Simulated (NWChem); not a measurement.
System: BHOF2; SMILES OB(F)F

NWChem input:

```
start job
memory heap 200 mb stack 900 mb global 1100 mb
geometry units angstroms noautosym nocenter noautoz
  B     -0.023443    -0.008516     0.000000
  F      1.297165    -0.139278     0.000000
  F     -0.758743    -1.101416     0.000000
  O     -0.619586     1.194141     0.000000
  H      0.007652     1.923997     0.000000
end
basis spherical
  B library def2-tzvp
  F library def2-tzvp
  O library def2-tzvp
  H library def2-tzvp
end
dft
  xc pbe0
  iterations 150
end
tddft
  cis
  ecut -5.9
  nroots 6
  notriplet
end
task tddft energy
```

All runs use the structure optimised with PBE0/def2-SVP.

Core excitations by TDA in a window of 1s orbitals, non-relativistic and unshifted: absolute energies depend strongly on the exact-exchange share.

Problem. Give the results of this calculation. (PBE0/def2-TZVP, restricted-window TDA.) Quantities: first 1s excitation (eV); dipole oscillator strength of the first; first state with f > 0.002 (eV); dipole oscillator strength of that state.

Solution. The first 1s excitation (eV) is 186.0 and the dipole oscillator strength of the first is 0.0801. The first state with f > 0.002 (eV) comes out as 186.0. The dipole oscillator strength of that state is 0.0801.
